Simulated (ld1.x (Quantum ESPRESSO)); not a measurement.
# Before and after: TM potential for gold (Au)

- Element: Au
- Generator: ld1.x (Quantum ESPRESSO) 7.5
- Type: norm-conserving Troullier–Martins (Kleinman–Bylander form)
- Functional: PBE
- Relativity: scalar-relativistic
- Frozen core: [Kr] 4d10 4f14 5s2
- Valence charge: 17
- Reference configuration: 5p6 5d10 6s1 6p0
- Partial waves: 6s (bound): rc 1.70 bohr; 5p (bound): rc 1.60 bohr; 5d (bound): rc 2.40 bohr
- Local potential: all-electron potential smoothed inside 1.65 bohr (lloc = -1)
- Core correction: none

Change: all radii scaled by about 0.96 (s 1.64, p 1.54, d 2.30 bohr); local potential all-electron potential smoothed inside 1.58 bohr (lloc = -1).

Cutoffs: the cutoffs (Ry, on a coarse ladder) from which the occupation-weighted sum of valence levels, in a spherical-Bessel basis at the reference potential, stays within 10 and 1 mRy of its value at 400 Ry; they do not see the model core or the augmentation charge, which bear on the density cutoff. Errors are all-electron minus pseudo energies relative to the spin-unpolarised reference configuration.

**Question.** What does the change do?

**Answer.** The potential gets harder (55 Ry and 90 Ry → 60 Ry and 100 Ry); the bound ghosts move from p, s to s; the number of tests that count goes from 6 to 7; of the 6 tests that both files solve, the error grows in 3 and shrinks in 1 by more than 15 % and 0.3 meV (median size 14.1 → 26.2 meV). A smaller radius makes the pseudo-wave follow the all-electron one further in, where it bends more sharply, so more plane waves are needed.

```csv
quantity,base,changed
"cutoff, loose",55 Ry,60 Ry
"cutoff, tight",90 Ry,100 Ry
loose cutoff by channel (10 mRy a level),"s 25 Ry, p 40 Ry, d 30 Ry","s 25 Ry, p 45 Ry, d 35 Ry"
bound ghosts,"p, s",s
"tests counted (converged, no solver errors)",6 of 7,7 of 7
"error for 5p6 5d10 6s0 6p0, meV [ΔE 9.41 eV]",-5.3,-4.7
"error for 5p6 5d9 6s0 6p0, meV [ΔE 30.62 eV]",-8.1,-11
"error for 5p6 5d8 6s0 6p0, meV [ΔE 64.49 eV]",-20,-41
"error for 5p6 5d7 6s0 6p0, meV [ΔE 112.21 eV]",-46,-102
"error for 5p5 5d10 6s1 6p0, meV [ΔE 66.11 eV]",-289,-236
"error for 5p6 5d10 6s0.5 6p0, meV [ΔE 3.77 eV]",-1.8,-1.7
```

Base: Tests not counted: 5p6 5d10 6s0 6p1 (solver errors, printed error -2.3 eV). A true bound ghost makes a file unfit for plane-wave use even where its test errors are small: the radial tests pick states by their node count and pass the ghost by. Where a test does run into it, the solver fails or the error is huge.
